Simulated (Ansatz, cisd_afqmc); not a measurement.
Species: Cl, charge 0, doublet.

Total energies in def2-SVP, 7 correlated electrons, 5 frozen orbitals. UHF or UKS for unpaired electrons; spin-orbit terms are left out. Cores are frozen in correlated methods. No relativity. The Monte Carlo rows (phaseless AFQMC, CISD trial, step 0.005/hartree) carry one-sigma bars that omit the constraint's bias. Outlying blocks are dropped, and bars are widened where a walk drifts. Over all cases where full CI ran beside it in this data, AFQMC minus full CI had a median of +0.1 mEh and passed +0.4 mEh in a tenth of the cases. Full CI freezes restricted core orbitals and the other rows unrestricted ones, which leaves a small offset even where coupled cluster is exact.

```csv
method,program,energy (Eh),error against FCI (mEh)
HF,Ansatz,-459.31930,126.99
MP2,Ansatz,-459.42824,18.05
CCSD,Ansatz,-459.44497,1.32
CCSD(T),Ansatz,-459.44599,0.30
CCSDT(Q),Ansatz,-459.44629,0.00
CCSDTQ,Ansatz,-459.44631,-0.01
AFQMC/CISD,cisd_afqmc,-459.4461 ± 0.0001,0.1 ± 0.1
FCI,Ansatz,-459.44629,0.00
```

Ansatz is a program for electronic structure.
